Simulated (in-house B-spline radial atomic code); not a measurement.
Cs⁷⁺. Computed with a B-spline radial atomic code. Model: all-electron spherical atom, spin shells full or empty, radial basis limit, no spin-orbit coupling, Breit or QED, empty-state partial waves extrapolated as (l+1/2)^-4, RPA, G0W0 and static COHSEX of the highest shell as one setting changes (uncorrelated shells keep exact exchange).

Empty levels are discrete states of a finite basis, so the steps are uneven.

Given: element Cs; charge 7; filled core Kr; hamiltonian one-electron scalar X2C; mean-field start r2SCAN; highest l of empty states 9; nuclear rms radius 4.8041 fm; lowest nl shells left uncorrelated 6; highest mean-field shell 5s; box radius 8.41 bohr.

Shell: 4d 5 5, 5s 1 1 (electrons up and down).

| highest empty level kept (hartree) | RPA correlation energy (hartree) | G0W0 level (eV) | G0W0 minus most complete (meV) | COHSEX level (eV) | linearised minus solved G0W0 (meV) |
| --- | --- | --- | --- | --- | --- |
| 21.33 | -1.0923 | -111.23 | 151.3 | -113.31 | 21.2 |
| 42.67 | -1.2401 | -111.32 | 68.1 | -113.55 | 21.7 |
| 74.67 | -1.3213 | -111.35 | 30.9 | -113.67 | 21.9 |
| 128 | ? | ? | ? | ? | ? |
| 213.33 | -1.3688 | -111.38 | 3.9 | -113.76 | 22.1 |
| 384 | -1.3724 | -111.38 | 1.6 | -113.77 | 22.1 |
| 640 | -1.3738 | -111.38 | 0.7 | -113.78 | 22.1 |
| 1280 | -1.3745 | -111.39 | 0.2 | -113.78 | 22.1 |
| 2560 | ? | ? | ? | ? | ? |
| 5333.3 | -1.3748 | -111.39 | 0 | -113.78 | 22.1 |
| 12800 | -1.3748 | -111.39 | 0 | -113.78 | 22.1 |
| 42667 | -1.3748 | -111.39 | 0 | -113.78 | 22.1 |

Question: What follows for highest empty level kept = 128?

Answer: RPA correlation energy -1.3581 hartree; G0W0 level -111.37 eV; G0W0 minus most complete 10.8 meV; COHSEX level -113.74 eV; linearised minus solved G0W0 22 meV.

Question: What follows for highest empty level kept = 2560?

Answer: RPA correlation energy -1.3747 hartree; G0W0 level -111.39 eV; G0W0 minus most complete 0.1 meV; COHSEX level -113.78 eV; linearised minus solved G0W0 22.1 meV.
